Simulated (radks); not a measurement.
The numbers below are computed, except where a source is named.
Species: Bi59+. Configuration: [Ar] 3d6. Code: a radial shooting solver on a logarithmic mesh with Libxc functionals. Model: Dirac Kohn-Sham, LB94 model potential, spin-unpolarised, spherical densities, finite nucleus; open shells fill j = l - 1/2 first; Fermi nuclear charge, rms radius 5.5211 fm.

Unscreened Slater integrals over Kohn-Sham orbitals (eV). Large and small components are both included.

integral          value
F0(3d5/2,3d5/2)  164.06
F2(3d5/2,3d5/2)  84.725
F4(3d5/2,3d5/2)  54.784
F0(3d5/2,3d3/2)  166.47
F2(3d5/2,3d3/2)  85.445
G2(3d5/2,3d3/2)  83.322
G4(3d5/2,3d3/2)  53.843
F0(3d5/2,3p3/2)  151.56
F2(3d5/2,3p3/2)  72.259
G1(3d5/2,3p3/2)  75.351
G3(3d5/2,3p3/2)  50.783
F0(3d5/2,3p1/2)  159.45
G3(3d5/2,3p1/2)  56.737
F0(3d3/2,3d3/2)  169.05
F2(3d3/2,3d3/2)  86.352
F0(3d3/2,3p3/2)  153.43
F2(3d3/2,3p3/2)  71.914
G1(3d3/2,3p3/2)  73.474
G3(3d3/2,3p3/2)  49.493
F0(3d3/2,3p1/2)  161.67
G1(3d3/2,3p1/2)  87.039
F0(3p3/2,3p3/2)  144.39
F2(3p3/2,3p3/2)  71.759
F0(3p3/2,3p1/2)  150.69
G2(3p3/2,3p1/2)  71.606
F0(3p1/2,3p1/2)  158.33
